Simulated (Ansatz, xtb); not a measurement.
Species: sum formula CuOH, net charge 0, singlet state. SMILES: [OH][Cu]
Coordinates optimised at B3LYP-D3(BJ)/def2-TZVP (Ansatz, a quantum-chemistry and plane-wave program):
```
O
H 1 0.9649
Cu 1 1.7954 2 108.72
```

Harmonic wavenumbers from GFN2-xTB (xtb, at its own minimum), cm⁻¹: 488, 749, 3680.

### Question
Give the harmonic wavenumbers at B3LYP-D3(BJ)/def2-TZVP (Ansatz, finite differences of forces, unscaled).

### Answer
596, 792, 3790 cm⁻¹. Zero-point energy 7.4 kcal/mol.

### Question
From these and the geometry, give the ideal-gas thermochemistry at 298.15 K and 1 atm (rigid rotor, harmonic oscillator).

### Answer
Point group Cs, rotational symmetry number 1. Rotational constants 653.4, 11.41, 11.22 GHz. S(trans) 39.07, S(rot) 18.89, S(vib) 0.67, S(elec, spin only) 0.00, S 58.6 cal/(mol K). H(298) - H(0) 2.52 kcal/mol; G - E(el) -7.6 kcal/mol.
